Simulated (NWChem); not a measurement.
System: iminoborane (BNH$_{2}$); SMILES B=N

```xyz
4

B      0.0001     0.6867     0.0000
N      0.0002    -0.5459     0.0000
H     -0.0002     1.8583     0.0000
H      0.0032    -1.5374     0.0000
```
Atoms are numbered in this order, from 1.

Structure relaxed at the PBE0-D3(BJ)/def2-TZVP level.

**Question.** List the 6 lowest vertical singlet excitations from PBE/def2-SVP, TDA (NWChem).

**Answer.** 
```
state  energy (eV)  oscillator strength  leading excitation (squared amplitude)
-----  -----------  -------------------  --------------------------------------
S1            7.31                0.000                      HOMO → LUMO (0.50)
S2            7.50                0.000                  HOMO−1 → LUMO+1 (0.50)
S3            7.50                0.000                    HOMO−1 → LUMO (0.50)
S4            8.60                0.061                    HOMO → LUMO+2 (0.99)
S5            8.60                0.061                  HOMO−1 → LUMO+2 (0.99)
S6            9.82                0.030                    HOMO → LUMO+3 (0.98)
```
